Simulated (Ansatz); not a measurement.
`O[SiH](Cl)[SiH](Cl)Cl` + `[F][Hf]([F])([F])[F]` → `O[Si@H](Cl)[Si@H](F)Cl` + `[F][Hf]([F])([F])[Cl]`  (redistribution)

Gas-phase electronic energies from Ansatz, PBE0-D4/def2-TZVP geometries. CCSD(T)/CBS adds triple-zeta CCSD(T) − MP2 to the extrapolated MP2 energy (def2 sets, frozen cores). DFT in def2-TZVPP. def2 core potentials past Kr. For Hf outer-core shells are correlated without core-valence functions, which leaves a few kJ/mol of doubt a bond. One conformer a species, not always the lowest.

`O[SiH](Cl)[SiH](Cl)Cl`:

Cartesian coordinates in Å:
```
O 0.097 2.004 -0.540
Si 0.206 0.431 -0.973
Cl -1.428 -0.184 -2.052
Si 0.238 -0.910 0.951
Cl -0.080 -2.876 0.490
Cl -1.304 -0.202 2.119
H -0.606 2.253 0.066
H 1.406 0.319 -1.829
H 1.471 -0.835 1.767
```

`[F][Hf]([F])([F])[F]`:

Z-matrix (Å, degrees):
```
Hf
F 1 1.897
F 1 1.897 2 109.5
F 1 1.897 2 109.5 3 120.0
F 1 1.897 2 109.5 3 -120.0
```

`O[Si@H](Cl)[Si@H](F)Cl`:

```xyz
9

O    -0.103   -0.810    1.880
Si   -0.804    0.059    0.687
Cl   -2.418   -0.929   -0.130
Si    0.684    0.397   -1.099
F     1.437   -0.994   -1.344
Cl    2.085    1.792   -0.573
H     0.330   -1.635    1.652
H    -1.294    1.304    1.313
H     0.083    0.816   -2.385
```

`[F][Hf]([F])([F])[Cl]`:

```xyz
5

F     0.093    1.904   -0.224
Hf   -0.038    0.038    0.056
F     0.716   -0.381    1.740
F    -1.864   -0.451    0.066
Cl    1.093   -1.111   -1.638
```

```tsv
species	r2SCAN-D4 energy (Eh)
`O[SiH](Cl)[SiH](Cl)Cl`	-2036.74904
`[F][Hf]([F])([F])[F]`	-447.80081
`O[Si@H](Cl)[Si@H](F)Cl`	-1676.42363
`[F][Hf]([F])([F])[Cl]`	-808.13218
```

Work out ΔE.

ΔE = (-1676.42363) + (-808.13218) − (-2036.74904) − (-447.80081) = -0.00596 Eh = -3.7 kcal/mol. CCSD(T)/CBS gives -4.4 kcal/mol.

Largest T1 diagnostic among the species: 0.016.

The D4 term adds +1.7 kcal/mol with B3LYP and +0.9 kcal/mol with PBE0; it sums over pairs of atoms, weighted by their polarisabilities, and B3LYP, whose exchange is more repulsive, gets the larger term. From PBE to PBE0 (25 % exact exchange), in def2-TZVPP and without D4, ΔE moves by −1.2 kcal/mol. In def2-TZVPP, CCSD(T) changes the Hartree–Fock value by +3.7 kcal/mol (the triples alone add +0.5 kcal/mol) and MP2 by +4.5 kcal/mol.

B3LYP here is the variant with VWN-RPA as its local correlation; programs differ in this.
